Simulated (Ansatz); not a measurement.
Geometry optimisation, Ansatz, RHF/6-31G*.

The input (input.yaml):

```yaml
crystal:
  periodic: [false, false, false]
  atoms:
    - { symbol: Al, position_ang: [-0.671641, -0.871851, -0.243168] }
    - { symbol: S, position_ang: [1.461998, -1.361396, 0.268916] }
    - { symbol: F, position_ang: [-1.116858, -0.910177, -1.821326] }
    - { symbol: F, position_ang: [-1.79243, -1.16434, 0.908601] }
    - { symbol: H, position_ang: [1.298565, 1.291911, 0.386693] }
    - { symbol: O, position_ang: [0.602176, 1.954606, 0.323771] }
    - { symbol: O, position_ang: [-0.440947, 1.208249, -0.244456] }
    - { symbol: H, position_ang: [1.243963, -1.753792, 1.520463] }
    - { symbol: H, position_ang: [-0.584825, 1.606889, -1.099495] }
basis:
  gaussian: { orbitals: "6-31G*" }
hamiltonian:
  xc: hf
relax:
  f_tol: 0.03
  max_steps: 50
```

Launched with:

```bash
$ ansatz run input.yaml --threads 2 --pin off --max-ram 3072MiB --backend cpu --events-out ev --progress --plain --runs-dir out
```

Where does it end, and by what steps?

The run converged. After 7 steps the energy has fallen by 0.064 eV; O6 moved furthest, 0.13 Å.

| step | energy less start (eV) | largest force component (eV/Å) | accepted |
| --- | --- | --- | --- |
| 0 | 0.0000 | 0.699 | yes |
| 1 | -0.0405 | 0.438 | yes |
| 2 | -0.0544 | 0.251 | yes |
| 3 | -0.0594 | 0.276 | yes |
| 4 | -0.0573 | 0.382 | no |
| 5 | -0.0622 | 0.124 | yes |
| 6 | -0.0613 | 0.068 | no |
| 7 | -0.0638 | 0.023 | yes |

```xyz
9
Properties=species:S:1:pos:R:3
Al -0.645 -0.812 -0.227
S 1.455 -1.365 0.229
F -1.112 -0.844 -1.803
F -1.755 -1.120 0.935
H 1.249 1.206 0.403
O 0.541 1.855 0.388
O -0.473 1.178 -0.283
H 1.268 -1.668 1.510
H -0.528 1.570 -1.153
```

Time of the run: 11 s on 2 threads of Arm Neoverse V2, with other jobs on the host, peak memory 0.21 GiB.
